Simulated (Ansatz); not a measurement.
Program: Ansatz. Geometries: PBE0-D4/def2-TZVP. ΔE: electronic, gas phase. CCSD(T)/CBS is the MP2 limit (def2-TZVPP, def2-QZVPP) plus CCSD(T) − MP2 in def2-TZVPP, frozen cores. Functionals use def2-TZVPP. For Ge outer-core shells are correlated without core-valence functions, which leaves a few kJ/mol of doubt a bond. Scalar relativity is left out up to krypton. One conformer a species, not always the lowest.

Reaction (substitution at a C–Al bond): `C[CH](C)[Al]([Cl])[CH](C)C` + `CC(C)[O][Ge][OH]` → `CC(C)[O][Ge][O]C(C)C` + `C[CH](C)[AlH][Cl]`

```csv
level,ΔE (eV)
r2SCAN-D4,0.43
r2SCAN,0.43
SCS-MP2/def2-TZVPP,0.40
CCSD/CBS(def2),0.43
```

Task: What does CCSD(T)/CBS give? (Estimate.)

Result: Ansatz gave: +0.44 eV. The listed levels differ from it by -0.01, -0.01, -0.04, -0.01 eV.

Largest T1 diagnostic among the species: 0.014.

In def2-TZVPP, CCSD(T) changes the Hartree–Fock value by +0.19 eV (the triples alone add +0.01 eV) and MP2 by +0.25 eV.
